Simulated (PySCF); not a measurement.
## Electron correlation in Pt (platinum, neutral)

[Xe] 4f14 5d8 6s2, high-spin 3F determinant (an excited configuration). Computed with PySCF 2.14 in x2c-TZVPPall, with scalar relativity by spin-free X2C-1e. Frozen: [Kr] 4d10 4f14; 18 electrons correlated.

| level | correlation energy (mhartree) |
| --- | --- |
| CCSD | -508.52 |
| (T) | -17.50 |
| CCSD(T) | -526.02 |

Diagnostics: T1 = 0.015, D1 = 0.0684, largest double amplitude 0.052.

Spin-orbit coupling, absent here, splits the open shell strongly.

Cost of the coupled-cluster step: roughly 60 core-seconds, for 18 correlated electrons.

This basis was not built for core-valence correlation, so the inner-shell part is incomplete.
